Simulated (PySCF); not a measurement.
Level of theory: PBE-D3(BJ)/def2-TZVP (PySCF). Isolated molecules, 0 K electronic values unless said otherwise. Delta-SCF ions had no search for a lower state. 

Reference species (SMILES): `C#CC(F)F` (neutral, multiplicity 1).

```json
{
  "vertical ionisation energy (Delta-SCF)": "11.28 eV",
  "HOMO": "-7.63 eV"
}
```

Changed species: `FC=C=CF`.

Give the shifts of the vertical ionisation energy (Delta-SCF) and HOMO.

the vertical ionisation energy (Delta-SCF) falls by 0.91 eV, to 10.37 eV; the HOMO increases by 0.69 eV, to -6.94 eV.
